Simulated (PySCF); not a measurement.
Species: C2H8ClGeP.
SMILES with atom numbers: `[PH2:1][GeH2:2][CH2:3][CH2:4][Cl:5]` (hydrogens: H6, H7 on P1; H8, H9 on Ge2; H10, H11 on C3; H12, H13 on C4)

Theory: PBE0-D3(BJ)/def2-SVP geometry optimisation, gas phase (PySCF).

Question: Give the optimised bond lengths and angles.

Answer: 
| bond | length (Å) |
| --- | --- |
| P1–Ge2 | 2.333 |
| Ge2–C3 | 1.971 |
| C3–C4 | 1.513 |
| C4–Cl5 | 1.793 |
| P1–H6, P1–H7 | 1.429 |
| Ge2–H8, Ge2–H9 | 1.541 |
| C3–H10, C3–H11 | 1.103 |
| C4–H12, C4–H13 | 1.100 |

Bonds in one row agree within 0.01 Å and their mean is given. A selection of angles:
| angle | degrees |
| --- | --- |
| Ge2–P1–H6 | 93.8 |
| H6–P1–H7 | 93.4 |
| P1–Ge2–C3 | 107.2 |
| P1–Ge2–H8 | 111.8 |
| P1–Ge2–H9 | 108.5 |
| C3–Ge2–H8 | 108.4 |
| C3–Ge2–H9 | 111.9 |
| H8–Ge2–H9 | 109.1 |
| Ge2–C3–C4 | 114.5 |
| Ge2–C3–H10 | 108.4 |
| C4–C3–H10 | 110.3 |
| H10–C3–H11 | 107.0 |
| C3–C4–Cl5 | 111.7 |
| C3–C4–H12 | 112.0 |
| Cl5–C4–H12 | 106.4 |
| H12–C4–H13 | 108.4 |

Dihedral angles: P1–Ge2–C3–C4 45° (synclinal); Ge2–C3–C4–Cl5 61° (synclinal). The mirror-image conformer, all signs reversed, is as good.

Ge2 (germanium bonded to C, P and 2 H) is tetrahedral (angles from 107.2° to 111.9°). Of the pairs four or more bonds apart, P1···H13 is among the closest relative to their van der Waals radii: 3.07 Å, 102 % of the sum of Bondi's values. P1 (three-coordinate phosphorus) is pyramidal (angles 93.8°, 93.7° and 93.4°, sum 280.9°, 0.87 Å off the plane of its three neighbours).

Point group: C1 (no symmetry element, even within 0.4 Å). Whether it is a minimum is left open (no frequencies). One conformer, not necessarily the lowest (H–P1–Ge2–C3 86° and 180°, P1–Ge2–C3–C4 45°, Ge2–C3–C4–Cl5 61°).
